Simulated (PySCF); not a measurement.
Species: `C=C1C=C(C(F)(F)F)/C1=C\OC`. The columns A, B, C and D hold Mulliken, IAO, Hirshfeld and ESP-fitted charges (e) of one PBE0/pcSseg-1 density (PySCF), in a shuffled order. Coordinates in Å (PBE0-D3(BJ)/def2-SVP); the density's dipole moment is (0.29, 2.77, 2.09) D.

```
atom       x       y       z       A       B       C       D
  C1   2.823   0.533   1.235  -0.333  -0.107  -0.663  -0.055
  C2   1.907  -0.121   0.520  +0.030  -0.005  +0.360  -0.256
  C3   1.886  -1.344  -0.319  -0.138  -0.037  -0.292  +0.015
  C4   0.563  -1.183  -0.597  -0.046  -0.034  +0.061  -0.334
  C5  -0.408  -1.970  -1.406  +0.805  +0.254  +0.534  +0.955
  F6  -0.938  -1.237  -2.388  -0.275  -0.095  -0.181  -0.267
  F7   0.189  -3.027  -1.965  -0.281  -0.092  -0.190  -0.272
  F8  -1.417  -2.422  -0.657  -0.275  -0.095  -0.179  -0.267
  C9   0.450   0.045   0.208  -0.070  -0.054  -0.368  -0.019
 C10  -0.509   0.921   0.527  +0.044  +0.023  +0.132  +0.225
 O11  -1.762   0.806   0.066  -0.311  -0.102  -0.153  -0.450
 C12  -2.695   1.741   0.540  -0.200  -0.026  -0.251  -0.040
 H13   3.853   0.172   1.292  +0.158  +0.051  +0.244  +0.125
 H14   2.572   1.444   1.783  +0.154  +0.050  +0.239  +0.122
 H15   2.636  -2.080  -0.606  +0.167  +0.065  +0.200  +0.068
 H16  -0.292   1.776   1.180  +0.137  +0.053  +0.121  +0.096
 H17  -3.647   1.529   0.039  +0.168  +0.060  +0.150  +0.139
 H18  -2.840   1.653   1.631  +0.133  +0.045  +0.119  +0.109
 H19  -2.390   2.776   0.300  +0.132  +0.045  +0.116  +0.107
```

Which column most likely holds the ESP-fitted charges?

C. Σ q r misses the density's dipole by 0.06 D (C), 1.38 D (B), 1.47 D (A), 2.41 D (D). Charges fitted to the outside potential are the only set here that is tied to the molecule's multipoles.

And the Hirshfeld charges?

B. The mean sizes are 0.068 e (B), 0.203 e (A), 0.206 e (D), 0.240 e (C), and Hirshfeld charges are commonly the smallest of these schemes.

As computed, A = IAO, B = Hirshfeld, C = ESP-fitted, D = Mulliken. Hydrogens on carbon: IAO +0.13 to +0.17, Hirshfeld +0.04 to +0.07, ESP-fitted +0.12 to +0.24, Mulliken +0.07 to +0.14 e.

The Hirshfeld scheme weights the molecular density at each point by an atom's share of the summed free-atom densities. The Mulliken scheme gives each basis function's population to the atom it is centred on and halves the overlap population of two atoms between them.

Isolated species at its PBE0-D3(BJ)/def2-SVP geometry (one conformer only).

Shape of the structure used: `[CH2:1]=[C:2]1[CH:3]=[C:4]([C:5]([F:6])([F:7])[F:8])/[C:9]1=[CH:10]\[O:11][CH3:12]`: C3–C4–C5–F6 -121°, C9–C10–O11–C12 176°.
